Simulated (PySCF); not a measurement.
## Structure from 2D NMR

Compound of formula C₄H₇ClO₃Si. Correlations simulated from computed shifts and the bond graph:

HSQC (one-bond C–H):
```tsv
δH	δC
7.63	162.3
5.87	121.8
3.97	56.5
```

COSY cross peaks (H two or three bonds apart, from the bond graph; peaks can be absent where the dihedral angle is near 90°):
```tsv
δH	δH
7.63	5.87
7.63	3.97
5.12	4.72
5.12	3.97
4.72	3.97
```

HMBC (two and three bonds, from the bond graph):
```tsv
δH	δC
7.63	170.4, 121.8, 56.5
5.87	170.4, 162.3, 56.5
5.12	162.3, 56.5
4.72	162.3, 56.5
3.97	162.3, 121.8
```

Carbons without hydrogens: δ 170.4.

[PySCF: coordinates at the GFN2-xTB level; NMR shieldings at PBE0/pcSseg-1/GIAO; gas phase; relativity neglected; one conformer]

References, each an isolated molecule treated in the same way: 1H and 13C vs TMS.

Exchangeable hydrogens are left out of these lists.

Question: Which molecule is this?

Answer: `C(=O)(O)/C=C/[C@H](Cl)[SiH2]O`.

Atoms are numbered as in `[O:1]=[C:2]([OH:3])/[CH:4]=[CH:5]/[C@H:6]([Cl:7])[SiH2:8][OH:9]`; H(Xn) means a hydrogen on atom n. Ha(Si8) is pro-R; Hb(Si8) is pro-S.

1. δC 170.4 is C2, a carboxylic acid carbon.
2. δC 162.3 is C5, a β carbon of a C=C–C=O unit (δH 7.63).
3. δC 121.8 is C4, an α carbon of a C=C–C=O unit (δH 5.87).
4. δC 56.5 is C6, an allylic sp3 CH bonded to Cl and Si (δH 3.97).
5. HMBC from δH 7.63 reaches the proton-free carbon C2.
6. HMBC from δH 5.87 reaches the proton-free carbon C2.
7. COSY links 7.63–5.87, 7.63–3.97, 5.12–4.72, 5.12–3.97, 4.72–3.97.

This is the structure that produced the data.

OH/NH shifts are gas-phase values; hydrogen bonding in solution moves them, usually downfield. Carbons that carry Cl, above all several Cl atoms, come out too deshielded, partly because spin–orbit coupling is missing. Shifts are as computed. Against solution values, carbons near 30 ppm lie about +3 ppm off and those near 130 ppm about +5 ppm; carbons on Cl a further +6 ppm. Of 1211 compounds with measured shifts, 218 miss one by over three times the rms of a fit or turn the order of signals round; such compounds aren't used in these exercises. The C=O carbon of an acid or of an amide with N–H lies up to 10 ppm further downfield in solution, through hydrogen bonding that the calculation lacks.
